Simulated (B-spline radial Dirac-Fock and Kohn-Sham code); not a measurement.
**X-ray scattering factor of Sb⁴⁵⁺**

System: Sb⁴⁵⁺, [He] 2s2 2p2.

The computed values come from a B-spline atomic structure program: configuration-average Dirac-Fock orbitals. f₀ is the Fourier transform of the spherical electron density, S the Waller-Hartree incoherent function, and s = sin θ/λ. The electron scattering factor follows from the Mott-Bethe formula f_e = 0.023934 Å⁻¹·(Z − f₀)/s².

```csv
s (Å⁻¹),f₀,S,f_e (Å)
0,6.000,0.000,–
0.09,5.996,0.005,132.977
0.1,5.996,0.006,107.713
0.12,5.994,0.009,74.804
0.15,5.990,0.014,47.878
0.18,5.986,0.021,33.252
0.22,5.979,0.031,22.263
0.26,5.971,0.043,15.943
0.32,5.956,0.065,10.528
0.39,5.935,0.096,7.091
0.47,5.905,0.139,4.886
0.56,5.866,0.196,3.445
0.68,5.805,0.286,2.339
0.82,5.719,0.408,1.612
0.99,5.597,0.580,1.109
1.2,5.422,0.822,0.758
1.44,5.195,1.126,0.529
1.74,4.880,1.529,0.365
2.1,4.475,2.015,0.253
2.54,3.972,2.572,0.174
3.06,3.408,3.133,0.122
3.7,2.809,3.660,0.084
4.47,2.259,4.094,0.058
```

f₀ starts at the number of electrons, 6, and has fallen to half at s ≈ 3.50 Å⁻¹. The sum of ⟨r²⟩ over the electrons is 0.05878 bohr². For an ion f_e diverges as s goes to zero, because of the net charge.
